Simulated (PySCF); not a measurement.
**InP⁻ at ROHF-CCSD**

Level: ROHF-CCSD. PySCF, scalar-relativistic core potentials, basis sets In def2-TZVPPD with ECP28, P def2-TZVPPD.

* state: ²Π (doublet), unpaired electrons π ↑
* bond length: 2.441 Å
* harmonic wavenumber: 342 cm⁻¹
* force constant: 1.68 mdyn/Å
* rotational constant Be: 0.1160 cm⁻¹
* anharmonicity ωexe: 1.05 cm⁻¹
* vibration–rotation constant αe: 0.000492 cm⁻¹

Correlated steps freeze 9 core orbitals. Spin–orbit coupling is left out, which matters for elements this heavy, above all for dissociation energies. The state was picked by a PBE0 search and need not be the measured ground state.
